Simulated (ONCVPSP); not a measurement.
# Reading a pseudo-wave (silicon)

Columns: radius, all-electron u(r) and pseudo u(r) of the 3p shell (level -4.23 eV) of silicon in the configuration [Ne] 3s1.75 3p2.25; PBE, scalar-relativistic, ONCV scheme, ONCVPSP 4.0.1.

```json
{"r (bohr)": "0.108", "all-electron": "-0.1131", "pseudo": "0.0046"}
{"r (bohr)": "0.215", "all-electron": "-0.2273", "pseudo": "0.0180"}
{"r (bohr)": "0.322", "all-electron": "-0.2611", "pseudo": "0.0402"}
{"r (bohr)": "0.430", "all-electron": "-0.2288", "pseudo": "0.0707"}
{"r (bohr)": "0.538", "all-electron": "-0.1562", "pseudo": "0.1080"}
{"r (bohr)": "0.645", "all-electron": "-0.0650", "pseudo": "0.1502"}
{"r (bohr)": "0.752", "all-electron": "0.0322", "pseudo": "0.1964"}
{"r (bohr)": "0.860", "all-electron": "0.1285", "pseudo": "0.2459"}
{"r (bohr)": "0.968", "all-electron": "0.2183", "pseudo": "0.2970"}
{"r (bohr)": "1.075", "all-electron": "0.2984", "pseudo": "0.3476"}
{"r (bohr)": "1.182", "all-electron": "0.3689", "pseudo": "0.3965"}
{"r (bohr)": "1.290", "all-electron": "0.4304", "pseudo": "0.4425"}
{"r (bohr)": "1.398", "all-electron": "0.4826", "pseudo": "0.4846"}
{"r (bohr)": "1.505", "all-electron": "0.5254", "pseudo": "0.5222"}
{"r (bohr)": "1.612", "all-electron": "0.5598", "pseudo": "0.5552"}
{"r (bohr)": "1.720", "all-electron": "0.5864", "pseudo": "0.5830"}
{"r (bohr)": "1.828", "all-electron": "0.6057", "pseudo": "0.6040"}
{"r (bohr)": "1.935", "all-electron": "0.6183", "pseudo": "0.6179"}
{"r (bohr)": "2.042", "all-electron": "0.6253", "pseudo": "0.6253"}
{"r (bohr)": "2.150", "all-electron": "0.6274", "pseudo": "0.6274"}
{"r (bohr)": "2.258", "all-electron": "0.6252", "pseudo": "0.6252"}
{"r (bohr)": "2.365", "all-electron": "0.6194", "pseudo": "0.6194"}
{"r (bohr)": "2.472", "all-electron": "0.6106", "pseudo": "0.6106"}
{"r (bohr)": "2.580", "all-electron": "0.5992", "pseudo": "0.5992"}
{"r (bohr)": "2.688", "all-electron": "0.5858", "pseudo": "0.5858"}
{"r (bohr)": "2.795", "all-electron": "0.5709", "pseudo": "0.5709"}
```

How many radial nodes do the two functions have?

The all-electron 3p function has n − l − 1 = 1; the pseudo-wave has 0, since the states of the same l below it are removed with the core.

At about which radius was the pseudo-wave matched?

2.15 bohr. The columns agree to 0.0005 from 1.94 bohr on; several derivatives are matched, so the curves merge somewhat inside the radius.

Is the pseudo-wave norm-conserving?

Yes: the ONCV scheme keeps the norm inside the radius equal to the all-electron one, which fixes the energy derivative of the logarithmic derivative at the level.
